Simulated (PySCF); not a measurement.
# Bond length, frequency and bond energy of ZnH by level of theory

State: ²Σ⁺ (doublet), unpaired electrons σ ↑. Set-up: basis Zn x2c-TZVPPall, H x2c-TZVPPall; spin-free X2C with a Gaussian nucleus; PySCF 2.14. De refers to Zn + H in their ground configurations, without counterpoise correction. The functionals are run spin-unrestricted. A positive dipole means Zn(−)H(+).

```json
{"Level": "UHF", "Re (Å)": "1.620", "ωe (cm⁻¹)": "1613", "De (eV)": "0.75", "μ (D)": "-0.99", "CPU s a point (SCF and correlation, without the integrals)": "0.69"}
{"Level": "UHF-MP2", "Re (Å)": "1.552", "ωe (cm⁻¹)": "1727", "De (eV)": "0.87", "μ (D)": "n/a", "CPU s a point (SCF and correlation, without the integrals)": "1.3"}
{"Level": "UHF-SCS-MP2", "Re (Å)": "1.566", "ωe (cm⁻¹)": "1702", "De (eV)": "0.88", "μ (D)": "n/a", "CPU s a point (SCF and correlation, without the integrals)": "n/a"}
{"Level": "UHF-CCSD", "Re (Å)": "1.589", "ωe (cm⁻¹)": "1605", "De (eV)": "0.94", "μ (D)": "n/a", "CPU s a point (SCF and correlation, without the integrals)": "n/a"}
{"Level": "UHF-CCSD(T)", "Re (Å)": "1.586", "ωe (cm⁻¹)": "1597", "De (eV)": "0.92", "μ (D)": "n/a", "CPU s a point (SCF and correlation, without the integrals)": "95"}
{"Level": "LDA", "Re (Å)": "1.596", "ωe (cm⁻¹)": "1526", "De (eV)": "1.19", "μ (D)": "-0.41", "CPU s a point (SCF and correlation, without the integrals)": "0.79"}
{"Level": "PBE", "Re (Å)": "1.615", "ωe (cm⁻¹)": "1481", "De (eV)": "0.90", "μ (D)": "-0.51", "CPU s a point (SCF and correlation, without the integrals)": "1.1"}
{"Level": "revPBE", "Re (Å)": "1.620", "ωe (cm⁻¹)": "1473", "De (eV)": "0.88", "μ (D)": "-0.56", "CPU s a point (SCF and correlation, without the integrals)": "0.72"}
{"Level": "r²SCAN", "Re (Å)": "1.590", "ωe (cm⁻¹)": "1570", "De (eV)": "1.16", "μ (D)": "-0.57", "CPU s a point (SCF and correlation, without the integrals)": "1.7"}
{"Level": "TPSSh", "Re (Å)": "1.601", "ωe (cm⁻¹)": "1562", "De (eV)": "1.18", "μ (D)": "-0.61", "CPU s a point (SCF and correlation, without the integrals)": "2.1"}
{"Level": "PBE0", "Re (Å)": "1.603", "ωe (cm⁻¹)": "1559", "De (eV)": "0.97", "μ (D)": "-0.63", "CPU s a point (SCF and correlation, without the integrals)": "2"}
{"Level": "r²SCAN0", "Re (Å)": "1.592", "ωe (cm⁻¹)": "1589", "De (eV)": "1.16", "μ (D)": "-0.66", "CPU s a point (SCF and correlation, without the integrals)": "2.1"}
{"Level": "ωB97M-V", "Re (Å)": "1.591", "ωe (cm⁻¹)": "1610", "De (eV)": "0.97", "μ (D)": "-0.66", "CPU s a point (SCF and correlation, without the integrals)": "6.9"}
```

**Question.** Which functional lies closest to UHF-CCSD(T) in De, which farthest, and by how much do they differ from it?

**Answer.** Closest is PBE (+2.9 pm in Re, -7.3 % in ωe, -0.02 eV in De against UHF-CCSD(T) in the same basis), farthest LDA (+1.0 pm in Re, -4.4 % in ωe, +0.27 eV in De). CCSD(T) converges more slowly with the basis than the functionals do and binds too weakly in this one, so the order can change at the basis-set limit.

**Question.** What does a quarter of exact exchange do here, going from PBE to PBE0?

**Answer.** PBE0 less PBE: -1.2 pm in Re, +5.3 % in ωe, +0.07 eV in De. Exact exchange removes part of the self-interaction that spreads semilocal densities, and in most molecules shortens and stiffens the bond and lowers De; here De goes the other way.

**Question.** What does the step from GGA to meta-GGA do here, going from PBE to r²SCAN?

**Answer.** r²SCAN less PBE: -2.5 pm in Re, +6.0 % in ωe, +0.26 eV in De. 

Correlated steps freeze 5 core orbitals. The state was picked by a PBE0 search and need not be the measured ground state.

The whole job (state search and all levels along the bond) took about 18 min on 1 thread of Arm Neoverse V1 (shared host), peak memory 2.1 GiB.
